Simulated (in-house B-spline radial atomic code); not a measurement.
Results of a calculation; reference values are marked as such.
Two electrons in Ge: a spherical dot of radius 91.6 nm with hard walls

For Ge the NSM archive of the Ioffe Institute lists m_l = 1.6 m0, m_t = 0.08 m0 and ε = 16.2; the model takes one isotropic valley with the conductivity mass 3/(1/m_l + 2/m_t) = 0.117 m0, and so misses anisotropy and the other valleys. All triplets below are those of one valley; with several valleys two electrons can form a triplet in the 1s orbital itself, at an energy set by the valley splitting.

Effective-mass model with parabolic bands, a uniform dielectric constant, no image charges, no central-cell or spin-orbit terms. Two-electron levels come from full CI in B-splines with partial waves to l = 5 (up to 0.001 effective hartree above the limit).

Q: What are the effective units, and what is the potential in them?

A: Ha* = 27211.386 meV × 0.117/16.2² = 12.13 meV and a* = 0.0529177 nm × 16.2/0.117 = 7.327 nm. The radius is R = 12.5 a*. The one-electron levels are π²/2R² = 0.0316 and 4.4934²/2R² = 0.0646 Ha*.

In these units the lowest s and p orbitals lie at 0.031583 and 0.064610, and their Coulomb and exchange integrals are J_ss = 0.142886, J_sp = 0.129574 and K_sp = 0.02877. (For an empty sphere J_ss = 1.786/R.) Full CI gives 0.170676 for the ground singlet, 0.186819 for the sp triplet, 0.214252 for the sp singlet and 0.266135 for the lowest triplet of two s orbitals.

Q: What does it cost to add the second electron, to first order and exactly?

A: To first order E = 2ε_s + J_ss = 0.206051, so the charging energy E(2) − 2E(1) is J_ss = 1.733 meV. CI gives 0.170676 − 2 × (0.031583) = 0.107511, or 1.304 meV: relaxation and correlation lower it by 0.4291 meV, 24.8 % of J_ss. The s² configuration of one-electron orbitals holds 75.6 % of the state, and the mean radius is 52.4 nm.

Q: How far above the singlet do the triplets lie?

A: To first order the sp triplet lies at ε_s + ε_p + J_sp − K_sp = 0.196995, which is 0.1099 meV below 2ε_s + J_ss, so first order fails: the exact ground state of two electrons is a singlet. CI gives 0.186819 − (0.170676) = 0.016142, or 0.1958 meV, 49 % of the orbital spacing of 0.4007 meV. The ss triplet lies 1.158 meV up, so the lower of the two is the sp one, and its gap equals k_BT at 2.27 K. The sp singlet-triplet splitting is 0.3328 meV, against 2K_sp = 0.6981 meV.
